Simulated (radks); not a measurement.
Task: All-electron atom: Os65+ in [Ne] 3s1 (the NIST ground configuration). Calculated with a radial shooting solver on a logarithmic mesh with Libxc functionals: scalar-relativistic Kohn-Sham, LDA (Slater exchange, VWN5 correlation), spin-polarised, spherical densities, finite nucleus; open shells are filled with parallel spins first (spin-orbit coupling, left out, can overturn this in heavy ions); Fermi nuclear charge, rms radius 5.4126 fm. Some entries of the table are withheld. Estimate them.

orbital  occ.  eigenvalue (hartree)  r(max) (bohr)  <r> (bohr)
1s up       1             -2923.117        0.01104     0.01774
1s down     1             -2922.921        0.01104     0.01774
2s up       1             -672.0455        0.06296         (1)
2s down     1             -671.8475        0.06297         (2)
2p up       3             -613.0490        0.05166     0.06607
2p down     3             -612.8698        0.05166     0.06605
3s up       1             -278.2250            (3)      0.1766
3s down     0             -277.0396            (4)      0.1766

Result: 
(1) 2s up <r> (bohr): 0.07388
(2) 2s down <r> (bohr): 0.07386
(3) 3s up r(max) (bohr): 0.1683
(4) 3s down r(max) (bohr): 0.1681
